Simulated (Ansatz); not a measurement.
Born–Oppenheimer molecular dynamics of CH6BFSSi (11 atoms, charge 0, multiplicity 1). It starts from a relaxed structure.

Level of theory: Ansatz 0.2.0, RKS PBE-D4/STO-3G.

```json
{
  "ensemble": "NVT, Langevin thermostat",
  "time step": "0.5 fs",
  "steps asked": "276",
  "set temperature": "1000 K",
  "friction": "0.05 /fs",
  "seed": "16962"
}
```

First frame:

```xyz
11
Properties=species:S:1:pos:R:3
B 0.786 1.262 1.025
Si -0.009 -0.470 0.657
C -1.240 -0.912 -0.715
F 0.531 -1.889 1.301
S 1.814 0.451 -0.460
H 0.194 2.218 0.697
H 1.456 1.320 1.985
H -0.883 -1.746 -1.344
H -1.422 -0.040 -1.364
H -2.210 -1.212 -0.283
H 1.048 0.960 -1.479
```

Problem. How far do the bonds stretch over the last three quarters of this one trajectory? (Pairs bonded in most of those frames.)

Solution. 
```json
{"bond": "B1–Si2", "mean (Å)": "1.969", "spread (Å)": "0.058", "shortest": "1.86", "longest": "2.07"}
{"bond": "B1–S5", "mean (Å)": "1.983", "spread (Å)": "0.083", "shortest": "1.83", "longest": "2.12"}
{"bond": "B1–H6", "mean (Å)": "1.177", "spread (Å)": "0.039", "shortest": "1.10", "longest": "1.27"}
{"bond": "B1–H7", "mean (Å)": "1.185", "spread (Å)": "0.052", "shortest": "1.08", "longest": "1.29"}
{"bond": "Si2–C3", "mean (Å)": "1.955", "spread (Å)": "0.075", "shortest": "1.79", "longest": "2.11"}
{"bond": "Si2–F4", "mean (Å)": "1.643", "spread (Å)": "0.023", "shortest": "1.60", "longest": "1.69"}
{"bond": "Si2–S5", "mean (Å)": "2.316", "spread (Å)": "0.065", "shortest": "2.20", "longest": "2.45"}
{"bond": "C3–H8", "mean (Å)": "1.126", "spread (Å)": "0.076", "shortest": "0.99", "longest": "1.27"}
{"bond": "C3–H9", "mean (Å)": "1.115", "spread (Å)": "0.042", "shortest": "1.03", "longest": "1.22"}
{"bond": "C3–H10", "mean (Å)": "1.110", "spread (Å)": "0.033", "shortest": "1.04", "longest": "1.17"}
{"bond": "S5–H11", "mean (Å)": "1.385", "spread (Å)": "0.061", "shortest": "1.25", "longest": "1.55"}
```

Mean temperature of the second half: 982 K. A run of 0.14 ps of so small a system gives no equilibrium averages. Limits of this set-up: minimal basis.

Run time: 11 min on 1 thread of Arm Neoverse V1, on a shared host, peak memory 0.095 GiB.
